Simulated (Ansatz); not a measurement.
Computed with Ansatz on PBE0-D4/def2-TZVP structures; ΔE is electronic, products minus reactants. CCSD(T)/CBS adds triple-zeta CCSD(T) − MP2 to the extrapolated MP2 energy (def2 sets, frozen cores). This one scheme is used for every species. DFT in def2-TZVPP. B3LYP here is the variant with VWN-RPA as its local correlation; programs differ in this. For Se outer-core shells are correlated without core-valence functions, which leaves a few kJ/mol of doubt a bond. Scalar relativity is left out up to krypton. Each species was taken in one conformer, which may not be the lowest.

Reaction (cleavage of the B–B bond): `BB(C)OC` + H₂Se → `COB(C)[SeH]` + BH₃

```tsv
level	ΔE (kJ/mol)	difference from CCSD(T)/CBS
PBE-D4	-82.8	13.4
r2SCAN-D4	-89.6	6.6
PBE0-D4	-87.0	9.2
B3LYP-D4	-87.8	8.4
ωB97X-V	-87.8	8.4
ωB97M-V	-90.5	5.7
B2PLYP	-91.0	5.2
PBE	-79.0	17.2
r2SCAN	-88.9	7.3
PBE0	-83.8	12.4
B3LYP	-81.3	14.9
HF/def2-TZVPP	-90.8	5.4
MP2/def2-TZVPP	-107.1	-10.9
SCS-MP2/def2-TZVPP	-101.8	-5.6
CCSD/def2-TZVPP	-92.4	3.8
CCSD(T)/def2-TZVPP	-94.7	1.5
HF/def2-QZVPP	-89.9	6.3
MP2/def2-QZVPP	-107.6	-11.4
SCS-MP2/def2-QZVPP	-101.9	-5.7
HF/CBS(def2)	-89.7	6.5
MP2/CBS(def2)	-108.5	-12.3
CCSD/CBS(def2)	-93.8	2.4
CCSD(T)/CBS	-96.2	0
```

Largest T1 diagnostic among the species: 0.013.

From PBE to PBE0 (25 % exact exchange), in def2-TZVPP and without D4, ΔE moves by −4.7 kJ/mol. In def2-TZVPP, CCSD(T) changes the Hartree–Fock value by −3.9 kJ/mol (the triples alone add −2.4 kJ/mol) and MP2 by −16.2 kJ/mol.
